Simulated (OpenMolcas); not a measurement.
**Tc4+: effect of the IPEA shift**

| Item | Value |
| --- | --- |
| Program | OpenMolcas 26.06 |
| Basis | ANO-RCC-VTZP [7s6p4d2f1g] |
| Scalar Hamiltonian | DKH2, point nucleus |
| Active space | 9 electrons in 8 orbitals (RAS1 4p, at most 2 holes; RAS2 4d) |
| State averaging | 2S+1 = 4 even, 10 roots; 2S+1 = 2 even, 40 roots |
| Spin-orbit coupling | state interaction with AMFI integrals over the reference wave functions, term energies averaged over their components |

Methods on the same reference wave functions:
A. RASSCF
B. MS-RASPT2, IPEA 0 Eh, imaginary shift 0.1 Eh (closed shells correlated: 4s)
C. MS-RASPT2, IPEA 0.25 Eh, imaginary shift 0.1 Eh (closed shells correlated: 4s)

Energies in cm⁻¹ above 4d³ ⁴F_3/2.

| Level | A | B | C |
| --- | --- | --- | --- |
| 4d³ ⁴F_3/2 | 0.0 | 0.0 | 0.0 |
| 4d³ ⁴F_5/2 | 1096 | 1115 | 1109 |
| 4d³ ⁴F_7/2 | 2467 | 2480 | 2470 |
| 4d³ ⁴F_9/2 | 4009 | 3980 | 3990 |
| 4d³ ⁴P_3/2 | 13959 | 11620 | 12060 |
| 4d³ ⁴P_1/2 | 14005 | 11710 | 12120 |
| 4d³ ⁴P_5/2 | 15741 | 13500 | 13880 |
| 4d³ ²G_7/2 | 16384 | 13390 | 14070 |
| 4d³ ²G_9/2 | 17423 | 14310 | 14940 |
| 4d³ ²P_1/2 | 19604 | 16790 | 17500 |
| 4d³ ²D_5/2(1) | 22530 | 19960 | 20750 |
| 4d³ ²H_9/2 | 22771 | 18870 | 19390 |
| 4d³ ²H_11/2 | 23295 | 19210 | 19700 |
| 4d³ ²F_7/2 | 34419 | 28750 | 29420 |
| 4d³ ²F_5/2 | 34853 | 29160 | 29840 |
| 4d³ ²D_5/2(2) | 50901 | 45640 | 46050 |
| 4d³ ²D_3/2(2) | 51517 | 46040 | 46520 |

Between B and C the level of the table that moves most is 4d³ ²D_5/2(1), by 790 cm-1 (lowest in B, highest in C). Moves below CASPT2's spread within the term are not significant.

From A to B the spin-free energies of the other terms of 4d³ shown, above ⁴F, scale by factors of 0.79 to 0.89, as is usual when dynamic correlation screens the repulsion within a d or f shell.

The lowest spin-free term lies below A's lowest term by 0.253 hartree in B, 0.247 hartree in C.

CASPT2 breaks the degeneracy within a term, and the mean is taken; among the terms shown or strongly mixed into the levels shown the widest spread is 1400 cm-1 (4d³ ⁴F, C). Active for correlation alone: 4p; no level in the range computed is led by a configuration that opens it, so any true level of that kind is missing. Without dynamic correlation excited terms often stand tens of per cent too high (terms of higher spin than the ground term too low), and those without a measured partner can miss by more than the paired ones (holds for A). The CASPT2 spread within a term exceeds the gap to the next term for 4d³ ²H and 4d³ ²D(1), so the order of their levels is uncertain (holds for B; C). Levels of configurations outside the active space are missing. The table leaves out levels that lie high or whose names do not pair safely across all columns.

A number in round brackets counts repeated terms of one configuration in the order of the reference energies.
